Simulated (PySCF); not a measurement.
# BeS at RHF-CCSD

Computed with RHF-CCSD; PySCF, no relativity, basis sets Be def2-SVP, S def2-SVP.

For BeS, the state is ¹Σ⁺ (singlet), closed shell and the bond length is 3.338 bohr. The harmonic wavenumber is 985 cm⁻¹ and the force constant is 4.02 mdyn/Å. The rotational constant Be is 0.7687 cm⁻¹, the anharmonicity ωexe is 6.26 cm⁻¹ and the vibration–rotation constant αe is 0.00641 cm⁻¹. The well depth De to Be + S is 2.17 eV and the dissociation energy D0 is 2.11 eV.

Correlated steps freeze 5 core orbitals. Correlated levels converge slowly with the basis: in double zeta they bind strong bonds too weakly, by up to about 1 eV, and carry superposition errors of some tenths. Where the molecule has an RHF reference, its open-shell atoms are computed with UHF. The CCSD T1 diagnostic is raised, a sign that a single reference may not be enough here.
